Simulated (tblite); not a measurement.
C5H8AsO2 (charge -1).
Numbering: `[O:1]=[C:2]([O-:3])[C@@H:4]1[CH2:5][CH2:6][CH2:7][AsH:8]1` (hydrogens: H9 on C4; H10, H11 on C5; H12, H13 on C6; H14, H15 on C7; H16 on As8)

Cartesian coordinates in Å at the GFN2-xTB level; atoms count from 1:
```
atom  x, y, z in Å
O1     2.938    0.185    0.524
C2     1.892   -0.328    0.920
O3     1.512   -0.484    2.107
C4     0.851   -0.838   -0.133
C5     0.386    0.321   -1.026
C6    -1.027    0.772   -0.636
C7    -1.277    0.443    0.829
As8   -0.595   -1.391    1.076
H9     1.298   -1.643   -0.730
H10    1.094    1.147   -0.899
H11    0.404    0.042   -2.086
H12   -1.755    0.221   -1.243
H13   -1.164    1.841   -0.843
H14   -0.685    1.091    1.478
H15   -2.334    0.565    1.092
H16   -1.546   -1.932   -0.082
```

Method: GFN2-xTB as coded in tblite; computed harmonic values from a numerical Hessian at the method's own geometry, unscaled. Errors from tens to a few hundred cm⁻¹ against measured bands are possible. Modes of hydrogen on arsenic can be 10 to 20 % off. One conformer, not necessarily the lowest.

Harmonic wavenumbers (cm⁻¹): 35.8, 94.4, 179.1, 227.8, 235.7, 352.3, 385.8, 506.1, 572.0, 597.2, 691.8, 702.2, 734.6, 749.9, 814.4, 825.4, 895.9, 930.7, 999.4, 1026.4, 1064.6, 1104.4, 1128.9, 1161.4, 1202.7, 1237.9, 1247.9, 1304.7, 1320.4, 1335.7, 1446.8, 1453.0, 1492.7, 1510.9, 1732.7, 2867.0, 2882.5, 2895.7, 2899.2, 2919.2, 2938.0, 2956.3.

A = 2106, B = 1397, C = 1025 MHz; mass 174.974 u (most abundant isotopes); point group C1, symmetry number 1.

Task: Zero-point energy?

Result: ½Σν̃ = 25830 cm⁻¹ = 73.85 kcal/mol.

Task: Give the ideal-gas entropy at 500 K and 1 bar in the rigid-rotor, harmonic-oscillator model (classical rotation).

Result: Translation 43.98, rotation 30.60, vibration 38.16: S = 112.7 cal/(mol K).

Task: And Cp and H(500 K) − H(0)?

Result: Cp = 49.25 cal/(mol K), of which vibrations give 41.30 (their classical limit is 42 R = 83.5); H(500 K) − H(0) = 14.08 kcal/mol without the zero-point energy, 10.11 from vibrations.

Task: What must be added to the electronic energy to get the Gibbs energy at 500 K and 1 bar?

Result: ZPE + [H(500 K) − H(0)] − T·S = 73.85 + 14.08 − 56.37 = 31.56 kcal/mol.

Task: Blend soft modes into free rotors: weight 1/[1 + (100 cm⁻¹/ν̃)⁴] for the oscillator and the rest for a rotor with moment μB/(μ + B), μ = h/(8π²ν), B = 10⁻⁴⁴ kg m². What vibrational entropy results?

Result: 35.37 cal/(mol K) in place of 38.16, which changes −T·S at 500 K by +1.40 kcal/mol.

Hindered rotation and anharmonicity are outside this model. Other conformers, if any are populated, would add a mixing term that is left out. The structure is chiral; the term R ln 2 for an equal mix with its mirror image is left out.
